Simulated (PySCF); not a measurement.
Job file and geometry (Å, from GFN2-xTB) of a spin–spin coupling run on `CC#CC#CBN`, C5H6BN, B3LYP/pcJ-1 indirect spin-spin coupling, non-relativistic, gas phase (PySCF); density fitting, a coarse starting grid and PySCF grid level 2 are the driver's defaults:

```
$ OMP_NUM_THREADS=1 python probes_run.py task.json out

{"job": {"kind": "j", "xc": "B3LYP", "basis": "pcJ-1"}, "charge": 0, "multiplicity": 1}
C     -3.785334     0.130366     0.098915
C     -2.346090     0.106265     0.189714
C     -1.141007     0.085819     0.268396
C      0.213586     0.057382     0.354746
C      1.425792     0.029115     0.432913
B      2.932199    -0.004512     0.555146
N      3.700910    -0.264629    -0.568514
H     -4.128197    -0.602484    -0.632557
H     -4.123381     1.119968    -0.210839
H     -4.226868    -0.105019     1.068076
H      3.458582     0.185425     1.587830
H      3.309529    -0.435384    -1.480184
H      4.705891    -0.301825    -0.559961
```

Task: What does the program print?

Result: 
```
coarse grid: 11304 points
cycle   1  E = -273.5935995774  dE =  9.009e-01  |g| = 5.222e-01  |ddm| = 3.476e+00
cycle   2  E = -273.5488151596  dE =  4.478e-02  |g| = 6.610e-01  |ddm| = 8.920e-01
cycle   3  E = -273.6393878675  dE = -9.057e-02  |g| = 2.720e-01  |ddm| = 6.254e-01
cycle   4  E = -273.6596613549  dE = -2.027e-02  |g| = 6.713e-02  |ddm| = 2.481e-01
cycle   5  E = -273.6606037083  dE = -9.424e-04  |g| = 3.063e-02  |ddm| = 5.877e-02
cycle   6  E = -273.6608259102  dE = -2.222e-04  |g| = 3.023e-03  |ddm| = 2.119e-02
cycle   7  E = -273.6608276933  dE = -1.783e-06  |g| = 1.324e-03  |ddm| = 3.370e-03
final grid: 110472 points
cycle   8  E = -273.7156154977  dE = -1.041e-04  |g| = 7.109e-03  |ddm| = 2.207e-02
cycle   9  E = -273.7156022852  dE =  1.321e-05  |g| = 1.037e-02  |ddm| = 1.109e-02
cycle  10  E = -273.7156248704  dE = -2.259e-05  |g| = 2.737e-03  |ddm| = 7.102e-03
cycle  11  E = -273.7156264951  dE = -1.625e-06  |g| = 8.798e-04  |ddm| = 2.233e-03
cycle  12  E = -273.7156266496  dE = -1.545e-07  |g| = 3.833e-04  |ddm| = 7.945e-04
cycle  13  E = -273.7156266854  dE = -3.583e-08  |g| = 7.080e-05  |ddm| = 2.867e-04
cycle  14  E = -273.7156266866  dE = -1.153e-09  |g| = 2.989e-05  |ddm| = 7.095e-05
cycle  15  E = -273.7156266868  dE = -2.241e-10  |g| = 8.175e-06  |ddm| = 2.564e-05
converged SCF energy = -273.7156266868

Indirect spin-spin couplings (Hz)
  i      j    bonds     total        FC       PSO       DSO        SD
  0 C    1 C    1     74.681    76.596    -2.080     0.165         -
  0 C    2 C    2     13.575    13.901    -0.188    -0.139         -
  0 C    3 C    3      2.947     2.969     0.045    -0.068         -
  0 C    4 C    4     -0.557    -0.912     0.410    -0.055         -
  0 C    5 B    5      0.463     0.460     0.034    -0.036     0.004
  0 C    6 N    6      0.327     0.318     0.001     0.009    -0.001
  0 C    7 H    1    138.180   136.456     1.174     0.550         -
  0 C    8 H    1    137.907   136.177     1.180     0.551         -
  0 C    9 H    1    138.462   136.744     1.168     0.550         -
  0 C   10 H    6     -0.512    -0.506     0.099    -0.104         -
  1 C    2 C    1    213.530   206.299     7.075     0.156         -
  1 C    3 C    2     19.900    21.909    -1.873    -0.136         -
  1 C    4 C    3     13.611     4.734     8.979    -0.103         -
  1 C    5 B    4     -0.927    -1.020     0.161    -0.057    -0.011
  1 C    6 N    5     -0.759    -0.773     0.194     0.013    -0.193
  1 C    7 H    2    -12.542   -12.302    -0.021    -0.218         -
  1 C    8 H    2    -12.643   -12.426    -0.001    -0.216         -
  1 C    9 H    2    -12.582   -12.339    -0.025    -0.218         -
  1 C   10 H    5      1.433     1.256     0.330    -0.153         -
  1 C   11 H    6     -0.313    -0.227    -0.014    -0.071         -
  2 C    3 C    1    166.108   168.652    -2.759     0.214         -
  2 C    4 C    2     17.809    19.323    -1.377    -0.137         -
  2 C    5 B    3      3.368     3.245     0.125    -0.065     0.064
  2 C    6 N    4      1.416     1.362    -0.037     0.013     0.078
  2 C    7 H    3      5.724     5.453     0.673    -0.402         -
  2 C    8 H    3      5.706     5.435     0.672    -0.401         -
  2 C    9 H    3      5.660     5.392     0.670    -0.401         -
  2 C   10 H    4     -2.151    -2.135     0.151    -0.167         -
  2 C   11 H    5      0.464     0.451     0.055    -0.042         -
  2 C   12 H    5      0.208     0.212     0.224    -0.227         -
  3 C    4 C    1    174.599   169.353     5.115     0.132         -
  3 C    5 B    2     20.702    19.600     0.933    -0.133     0.303
  3 C    6 N    3     -1.811    -1.739     0.274     0.023    -0.370
  3 C    7 H    4     -4.614    -4.565     0.161    -0.210         -
  3 C    8 H    4     -4.647    -4.594     0.158    -0.211         -
  3 C    9 H    4     -4.632    -4.583     0.162    -0.210         -
  3 C   10 H    3      3.670     3.198     0.781    -0.308         -
  3 C   11 H    4     -0.183    -0.002    -0.099    -0.081         -
  3 C   12 H    4      1.129     1.175     0.353    -0.399         -
  4 C    5 B    1    102.828   104.006    -1.770     0.241     0.351
  4 C    6 N    2     -1.543    -1.586    -0.131    -0.001     0.175
  4 C    7 H    5      2.411     2.202     0.391    -0.183         -
  4 C    8 H    5      2.282     2.072     0.393    -0.183         -
  4 C    9 H    5      2.444     2.237     0.390    -0.182         -
  4 C   10 H    2      8.383     8.630    -0.138    -0.109         -
  4 C   11 H    3      6.388     6.292     0.038     0.058         -
  4 C   12 H    3     12.682    12.672     0.531    -0.521         -
  5 B    6 N    1    -32.146   -34.877     3.260    -0.069    -0.460
  5 B    7 H    6     -1.072    -1.062     0.115    -0.129     0.004
  5 B    8 H    6     -0.939    -0.932     0.112    -0.127     0.007
  5 B    9 H    6     -1.100    -1.088     0.105    -0.122     0.005
  5 B   10 H    1    139.680   139.506    -1.058     0.829     0.403
  5 B   11 H    2     -1.491    -0.152    -0.156    -1.037    -0.146
  5 B   12 H    2      1.809     3.151    -0.155    -1.052    -0.135
  6 N    7 H    7     -0.803    -0.829    -0.011     0.028     0.009
  6 N    8 H    7     -0.404    -0.419    -0.019     0.032     0.003
  6 N    9 H    7     -0.906    -0.920    -0.030     0.038     0.007
  6 N   10 H    2     -2.969    -3.452     0.387     0.123    -0.028
  6 N   11 H    1    -85.747   -82.589    -2.547    -0.217    -0.394
  6 N   12 H    1    -86.053   -82.827    -2.622    -0.205    -0.400
  7 H    8 H    2    -18.478   -18.534     3.012    -2.956         -
  7 H    9 H    2    -17.712   -17.767     3.021    -2.966         -
  7 H   10 H    7      1.393     1.436     0.388    -0.430         -
  7 H   11 H    8     -0.216    -0.181     0.050    -0.086         -
  8 H    9 H    2    -18.331   -18.387     3.017    -2.962         -
  8 H   10 H    7      0.207     0.250     0.339    -0.382         -
  8 H   11 H    8     -0.356    -0.316     0.148    -0.188         -
  8 H   12 H    8     -0.359    -0.307     0.418    -0.470         -
  9 H   10 H    7      1.622     1.665     0.269    -0.313         -
  9 H   11 H    8     -0.197    -0.153     0.267    -0.311         -
 10 H   11 H    3     14.676    15.008     2.996    -3.328         -
 10 H   12 H    3      7.565     7.910     0.518    -0.862         -
 11 H   12 H    2     -2.183    -2.867     6.308    -5.624         -
```

Size and cost of the density-fitted run: 249 basis functions, 44 s wall time on 1 thread of an Arm Neoverse V2, shared host; peak memory 0.94 GiB.
